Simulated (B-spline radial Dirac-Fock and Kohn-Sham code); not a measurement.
# Ir⁴⁺ 5s: cross section and angular parameters

System: iridium as Ir⁴⁺ in the configuration 1s2 2s2 2p6 3s2 3p6 3d10 4s2 4p6 4d10 4f14 5s2 5p6 5d5; threshold 154.0 eV (orbital energy of the model). Method: Dirac-Hartree-Slater photoionisation with a Latter tail; cross sections with all multipoles, angular parameters from the dipole term and its interference with E2. Computed with a radial B-spline solver.

For linearly polarised light dσ/dΩ = σ/(4π) [1 + β P₂(cos θ) + (δ + γ cos²θ) sin θ cos φ], with θ from the polarisation vector and φ the angle between the beam and the projection of the electron momentum on the plane normal to the polarisation.

```
hν (eV)  σ (kb)      β       γ
    174    69.4  1.290  -0.002
    183    69.1  1.360   0.033
    200    66.8  1.452   0.096
    207    65.8  1.483   0.120
    215    64.4  1.512   0.142
    253    57.8  1.610   0.233
    300    50.3  1.679   0.300
    671    19.5  1.835   0.470
    753    16.7  1.847   0.477
    765    16.3  1.849   0.478
    915       ?      ?       ?
   1000    11.1  1.870   0.474
 1253.6    7.92  1.884   0.447
   2000    3.81  1.907   0.334
   2230    3.19  1.911   0.296
   2690    2.33  1.918   0.223
   3630    1.39  1.926   0.093
   4000    1.18  1.929   0.051
   6280   0.517  1.938  -0.118
   7400   0.379  1.940  -0.153
   8450   0.294  1.942  -0.166
 9251.7   0.247  1.943  -0.165
  12300   0.141  1.945  -0.097
  12600   0.134  1.945  -0.086
```

Task: Give the values at 915 eV.

Result: σ = 12.7 kb, β = 1.864, γ = 0.479. For an s subshell δ is negligible.
